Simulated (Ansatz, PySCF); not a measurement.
System: CCl2F, charge 0, multiplicity 2. It need not be the lowest isomer of its formula. 
Coordinates optimised at B3LYP-D3(BJ)/def2-TZVP (Ansatz, an electronic-structure program):
```
C
F 1 1.3289
Cl 1 1.7235 2 113.28
Cl 1 1.7235 2 113.28 3 137.42
```
Charge 0, spin multiplicity 2.

Total electronic energies in hartree. Cores are frozen in the correlated levels unless marked. Open shells are spin-unrestricted. Spin-orbit coupling is left out. Non-relativistic. Basis-set limits of correlation are two-point, X^-3; Hartree-Fock from the larger set. [CCSD(T)-MP2]/basis is that difference in the basis named.

| level | program | energy (Eh) |
|---|---|---|
| HF/STO-3G | Ansatz | -1044.53989 |
| HF/def2-TZVPD | PySCF | -1056.32754 |
| PBE-D3(BJ)/def2-TZVPD | Ansatz + dftd3 | -1057.86540 |
| TPSS-D3(BJ)/def2-TZVPD | PySCF + dftd3 | -1058.43064 |
| M06-L/def2-TZVPD | PySCF | -1058.32994 |
| CCSD/6-31G* | Ansatz | -1056.77065 |
| CCSD/cc-pV(T+d)Z | Ansatz | -1057.13117 |
| CCSD(T)/cc-pVDZ | PySCF | -1056.86499 |
| RI-MP2/CBS(cc-pV(T+d)Z,cc-pV(Q+d)Z)+[CCSD(T)-MP2]/cc-pV(T+d)Z | Ansatz | -1057.3060 |

Totals of different functionals don't rank their quality; only differences between species are comparable.
